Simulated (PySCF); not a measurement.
Si(H)2(SH)2 (H₄S₂Si), SMILES S[SiH2]S. Atoms are numbered in the order given.

```xyz
7

Si     0.0000     0.0000    -0.7886
S     -1.7956    -0.0521     0.3797
S      1.7956     0.0521     0.3797
H     -0.1006    -1.2126    -1.6254
H      0.1006     1.2126    -1.6254
H     -1.5167     1.0668     1.0712
H      1.5167    -1.0668     1.0712
```

Geometry optimised at B3LYP-D3(BJ)/def2-TZVP. The values are those of a single conformer.

The numbers are results of TDDFT-M06-2X/def2-SVPD in PySCF, not measurements.

Vertical excitations.  State labels are in the subgroup C2.

Computed excitation energies, oscillator strengths and character:
```tsv
state	symmetry	energy (eV)	λ (nm)	f	main pairs
S1	B	5.83	213	0.007	HOMO→LUMO+1 72 %
S2	A	6.09	204	0.001	HOMO−1→LUMO+1 58 %
S3	B	6.27	198	0.072	HOMO→LUMO 72 %, HOMO−1→LUMO+2 15 %
S4	A	6.44	192	0.036	HOMO→LUMO+2 52 %, HOMO−1→LUMO 42 %
S5	A	6.91	179	0.000	HOMO−1→LUMO 38 %, HOMO→LUMO+2 30 %, HOMO→LUMO+9 11 %, HOMO−1→LUMO+1 6 %
S6	B	7.11	174	0.042	HOMO−1→LUMO+2 55 %, HOMO→LUMO+4 16 %
S7	A	7.35	169	0.016	HOMO→LUMO+3 48 %, HOMO→LUMO+8 29 %, HOMO−1→LUMO+1 11 %
S8	B	7.57	164	0.003	HOMO→LUMO+4 61 %
S9	A	7.61	163	0.002	HOMO→LUMO+8 32 %, HOMO→LUMO+9 30 %, HOMO→LUMO+6 12 %, HOMO−1→LUMO+1 12 %
S10	B	7.73	160	0.006	HOMO→LUMO+5 34 %, HOMO−1→LUMO+3 24 %, HOMO→LUMO+1 8 %, HOMO→LUMO+10 7 %
T1	B	5.55	223	0	HOMO→LUMO+1 62 %, HOMO→LUMO 14 %
T2	A	5.84	212	0	HOMO−1→LUMO+1 53 %, HOMO→LUMO+9 10 %, HOMO→LUMO+2 9 %
T3	B	5.93	209	0	HOMO→LUMO 66 %, HOMO−1→LUMO+2 12 %
T4	A	6.09	204	0	HOMO→LUMO+2 46 %, HOMO−1→LUMO 40 %
```
Triplets are in the Tamm–Dancoff approximation, which puts them higher than full response would, so one can lie above its singlet here.
